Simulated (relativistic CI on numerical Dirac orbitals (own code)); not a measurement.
# Level scheme of Hg²⁸⁺

Method of calculation: Dirac-Coulomb-Breit CI, orbitals from a KLI potential per configuration, a model potential for QED, unscaled Slater integrals (own radial code, finite nucleus).

Configuration list (outside the closed core [Ar] 3d10): 4s2.4p6.4d10.4f6, 4s2.4p6.4d10.4f5.5s, 4s2.4p6.4d9.4f7, 4s2.4p6.4d10.4f4.5s2, 4s2.4p6.4d10.4f5.5p, 4s2.4p6.4d10.4f4.5s.5p, 4s2.4p5.4d10.4f7, 4s2.4p6.4d10.4f5.6p, 4p6.4d10.4f8. Levels of other configurations are missing.

The lowest level is 4s2.4p6.4d10.4f6 5D_0, with 43 % of that term; Hund's rules for 4s2.4p6.4d10.4f6 give 7F with J = 0, of which the calculation keeps J, while another term leads.

| No. | Configuration | Term | J | E (cm⁻¹) | % | Next component (%) | jj configuration (%) |
| --- | --- | --- | --- | --- | --- | --- | --- |
| 1 | 4s2.4p6.4d10.4f6 | 5D | 0 | 0.0 | 43 | 34 7F | 4f5/2^6 (75) |
| 2 | 4s2.4p6.4d10.4f6 | 7F | 1 | 17357.4 | 57 | 37 5D | 4f5/2^5 4f7/2 (76) |
| 3 | 4s2.4p6.4d10.4f6 | 7F | 2 | 31770.2 | 73 | 22 5D | 4f5/2^4 4f7/2^2 (58) |
| 4 | 4s2.4p6.4d10.4f6 | 7F | 3 | 42980.8 | 79 | 10 5D | 4f5/2^4 4f7/2^2 (45) |
| 5 | 4s2.4p6.4d10.4f6 | 7F | 4 | 51818.6 | 78 | 8 5G | 4f5/2^4 4f7/2^2 (39) |
| 6 | 4s2.4p6.4d10.4f6 | 7F | 5 | 58201.2 | 71 | 16 5G | 4f5/2^4 4f7/2^2 (38) |
| 7 | 4s2.4p6.4d10.4f6 | 7F | 0 | 59246.0 | 55 | 32 3P | 4f5/2^4 4f7/2^2 (54) |
| 8 | 4s2.4p6.4d10.4f6 | 7F | 6 | 59455.6 | 48 | 29 5G | 4f5/2^5 4f7/2 (38) |
| 9 | 4s2.4p6.4d10.4f6 | 5D | 1 | 81496.4 | 38 | 34 7F | 4f5/2^4 4f7/2^2 (37) |
| 10 | 4s2.4p6.4d10.4f6 | 5L | 6 | 82792.3 | 33 | 25 3K | 4f5/2^5 4f7/2 (48) |
| 11 | 4s2.4p6.4d10.4f6 | 5G | 2 | 96801.7 | 34 | 33 3F | 4f5/2^5 4f7/2 (48) |
| 12 | 4s2.4p6.4d10.4f6 | 5D | 2 | 100909.2 | 61 | 13 5F | 4f5/2^4 4f7/2^2 (53) |
| 13 | 4s2.4p6.4d10.4f6 | 5H | 3 | 101565.8 | 28 | 21 5G | 4f5/2^5 4f7/2 (50) |
| 14 | 4s2.4p6.4d10.4f6 | 5L | 7 | 103008.9 | 54 | 20 3K | 4f5/2^4 4f7/2^2 (86) |
| 15 | 4s2.4p6.4d10.4f6 | 5H | 5 | 104357.4 | 22 | 15 3I | 4f5/2^4 4f7/2^2 (50) |
| 16 | 4s2.4p6.4d10.4f6 | 5H | 4 | 106896.1 | 27 | 18 5G | 4f5/2^5 4f7/2 (38) |
| 17 | 4s2.4p6.4d10.4f6 | 5L | 6 | 110558.6 | 30 | 18 7F | 4f5/2^4 4f7/2^2 (43) |
| 18 | 4s2.4p6.4d10.4f6 | 5L | 8 | 114822.5 | 61 | 12 3K | 4f5/2^4 4f7/2^2 (58) |
| 19 | 4s2.4p6.4d10.4f6 | 5D | 3 | 115163.3 | 41 | 23 5F | 4f5/2^4 4f7/2^2 (52) |
| 20 | 4s2.4p6.4d10.4f6 | 5L | 10 | 116876.1 | 43 | 32 3M | 4f5/2^4 4f7/2^2 (76) |
| 21 | 4s2.4p6.4d10.4f6 | 5G | 4 | 119804.9 | 30 | 20 5F | 4f5/2^4 4f7/2^2 (41) |
| 22 | 4s2.4p6.4d10.4f6 | 5L | 9 | 121850.6 | 65 | 18 3M | 4f5/2^3 4f7/2^3 (45) |
| 23 | 4s2.4p6.4d10.4f6 | 5G | 5 | 123774.3 | 18 | 14 5F | 4f5/2^4 4f7/2^2 (39) |
| 24 | 4s2.4p6.4d10.4f6 | 5G | 2 | 125128.3 | 34 | 15 3D | 4f5/2^4 4f7/2^2 (48) |
| 25 | 4s2.4p6.4d10.4f6 | 5D | 0 | 126681.3 | 58 | 19 3P | 4f5/2^3 4f7/2^3 (49) |
| 26 | 4s2.4p6.4d10.4f6 | 5H | 7 | 127987.2 | 38 | 24 5I | 4f5/2^3 4f7/2^3 (66) |
| 27 | 4s2.4p6.4d10.4f6 | 5G | 3 | 128715.9 | 39 | 27 5D | 4f5/2^3 4f7/2^3 (43) |
| 28 | 4s2.4p6.4d10.4f6 | 5H | 4 | 131899.5 | 29 | 21 3H | 4f5/2^4 4f7/2^2 (72) |
| 29 | 4s2.4p6.4d10.4f6 | 5K | 6 | 132635.8 | 21 | 17 3H | 4f5/2^4 4f7/2^2 (59) |
| 30 | 4s2.4p6.4d10.4f6 | 5H | 3 | 133546.5 | 33 | 15 5G | 4f5/2^3 4f7/2^3 (51) |
| 31 | 4s2.4p6.4d10.4f6 | 5I | 5 | 134147.1 | 36 | 23 5G | 4f5/2^4 4f7/2^2 (63) |
| 32 | 4s2.4p6.4d10.4f6 | 5G | 4 | 134938.4 | 31 | 20 5I | 4f5/2^4 4f7/2^2 (54) |
| 33 | 4s2.4p6.4d10.4f6 | 5K | 5 | 136209.5 | 36 | 15 5H | 4f5/2^4 4f7/2^2 (56) |
| 34 | 4s2.4p6.4d10.4f6 | 5F | 1 | 137893.7 | 60 | 22 3D | 4f5/2^3 4f7/2^3 (51) |
| 35 | 4s2.4p6.4d10.4f6 | 3K | 8 | 141850.1 | 25 | 16 1L | 4f5/2^4 4f7/2^2 (55) |
| 36 | 4s2.4p6.4d10.4f6 | 5I | 6 | 143006.7 | 26 | 19 5H | 4f5/2^4 4f7/2^2 (63) |
| 37 | 4s2.4p6.4d10.4f6 | 5D | 4 | 144862.4 | 36 | 27 3F | 4f5/2^3 4f7/2^3 (54) |
| 38 | 4s2.4p6.4d10.4f6 | 5G | 2 | 145392.3 | 49 | 20 5F | 4f5/2^4 4f7/2^2 (49) |
| 39 | 4s2.4p6.4d10.4f6 | 5I | 8 | 146135.0 | 41 | 21 5K | 4f5/2^3 4f7/2^3 (46) |
| 40 | 4s2.4p6.4d10.4f6 | 5K | 7 | 146591.9 | 34 | 20 3K | 4f5/2^4 4f7/2^2 (52) |
| 41 | 4s2.4p6.4d10.4f6 | 3O | 10 | 146717.9 | 46 | 32 5L | 4f5/2^3 4f7/2^3 (73) |
| 42 | 4s2.4p6.4d10.4f6 | 5K | 6 | 147565.6 | 31 | 20 3I | 4f5/2^4 4f7/2^2 (47) |
| 43 | 4s2.4p6.4d10.4f6 | 5G | 3 | 150181.1 | 31 | 25 5H | 4f5/2^3 4f7/2^3 (46) |
| 44 | 4s2.4p6.4d10.4f6 | 5H | 5 | 151091.5 | 39 | 28 3H | 4f5/2^3 4f7/2^3 (69) |
| 45 | 4s2.4p6.4d10.4f6 | 5P | 2 | 151451.9 | 24 | 23 5G | 4f5/2^4 4f7/2^2 (58) |
| 46 | 4s2.4p6.4d10.4f6 | 5G | 6 | 155664.8 | 32 | 16 3I | 4f5/2^3 4f7/2^3 (57) |
| 47 | 4s2.4p6.4d10.4f6 | 5D | 3 | 157443.0 | 21 | 20 5P | 4f5/2^4 4f7/2^2 (48) |
| 48 | 4s2.4p6.4d10.4f6 | 5H | 4 | 157972.2 | 29 | 21 5F | 4f5/2^3 4f7/2^3 (42) |
| 49 | 4s2.4p6.4d10.4f6 | 5H | 6 | 158990.9 | 30 | 19 5G | 4f5/2^4 4f7/2^2 (46) |
| 50 | 4s2.4p6.4d10.4f6 | 3P | 1 | 159164.7 | 51 | 35 5D | 4f5/2^3 4f7/2^3 (65) |
| 51 | 4s2.4p6.4d10.4f6 | 5F | 5 | 159398.1 | 27 | 25 3I | 4f5/2^3 4f7/2^3 (49) |
| 52 | 4s2.4p6.4d10.4f6 | 3N | 9 | 159578.1 | 43 | 20 5L | 4f5/2^3 4f7/2^3 (43) |
| 53 | 4s2.4p6.4d10.4f6 | 3M | 8 | 161090.1 | 44 | 15 3K | 4f5/2^3 4f7/2^3 (72) |
| 54 | 4s2.4p6.4d10.4f6 | 3O | 11 | 163032.2 | 70 | 30 3N | 4f5/2^3 4f7/2^3 (98) |
| 55 | 4s2.4p6.4d10.4f6 | 5I | 7 | 163213.3 | 34 | 29 5K | 4f5/2^3 4f7/2^3 (78) |
| 56 | 4s2.4p6.4d10.4f6 | 5G | 5 | 166688.9 | 31 | 19 3I | 4f5/2^3 4f7/2^3 (75) |
| 57 | 4s2.4p6.4d10.4f6 | 3O | 12 | 167001.5 | 66 | 34 1Q | 4f5/2^3 4f7/2^3 (94) |
| 58 | 4s2.4p6.4d10.4f6 | 5P | 1 | 167916.3 | 37 | 31 5D | 4f5/2^3 4f7/2^3 (82) |
| 59 | 4s2.4p6.4d10.4f6 | 5K | 9 | 168743.0 | 54 | 20 3M | 4f5/2^3 4f7/2^3 (88) |
| 60 | 4s2.4p6.4d10.4f6 | 5D | 4 | 169459.3 | 44 | 21 3F | 4f5/2^3 4f7/2^3 (48) |
| 61 | 4s2.4p6.4d10.4f6 | 5H | 7 | 169808.6 | 32 | 27 3I | 4f5/2^3 4f7/2^3 (45) |
| 62 | 4s2.4p6.4d10.4f6 | 5H | 3 | 171424.7 | 26 | 20 5F | 4f5/2^3 4f7/2^3 (45) |
| 63 | 4s2.4p6.4d10.4f6 | 3H | 4 | 174784.1 | 36 | 24 5G | 4f5/2^3 4f7/2^3 (58) |
| 64 | 4s2.4p6.4d10.4f6 | 3K | 7 | 176602.5 | 40 | 19 3L | 4f5/2^3 4f7/2^3 (60) |
| 65 | 4s2.4p6.4d10.4f6 | 3H | 4 | 177108.5 | 27 | 16 3G | 4f5/2^4 4f7/2^2 (35) |
| 66 | 4s2.4p6.4d10.4f6 | 5G | 2 | 178570.6 | 28 | 20 5D | 4f5/2^3 4f7/2^3 (40) |
| 67 | 4s2.4p6.4d10.4f6 | 3K | 6 | 179276.3 | 44 | 21 5I | 4f5/2^3 4f7/2^3 (60) |
| 68 | 4s2.4p6.4d10.4f6 | 3M | 8 | 179781.1 | 56 | 14 3K | 4f5/2^3 4f7/2^3 (78) |
| 69 | 4s2.4p6.4d10.4f6 | 3I | 5 | 179919.6 | 18 | 15 5K | 4f5/2^3 4f7/2^3 (40) |
| 70 | 4s2.4p6.4d10.4f6 | 3N | 10 | 180253.9 | 52 | 25 1N | 4f5/2^3 4f7/2^3 (93) |

Energies count from the lowest computed level. Filled j subshells are mostly left out of the jj labels.

The mean weight of the leading LS term, summed over parents, in these 70 levels is 41 %, and that of the leading jj configuration (from the same eigenvectors) 56 %, so jj coupling describes them better and the LS labels are nominal.

At this charge energies of transitions that change n are usually good to better than 1 %, and those within a shell (Δn = 0) to a few per cent. Terms inside the open d or f shell come out 10 to 20 % too wide with unscaled integrals.

LS names give the leading component of a level, which can be under half, so a name can repeat, a term be missing and a line seem to break the LS rules.
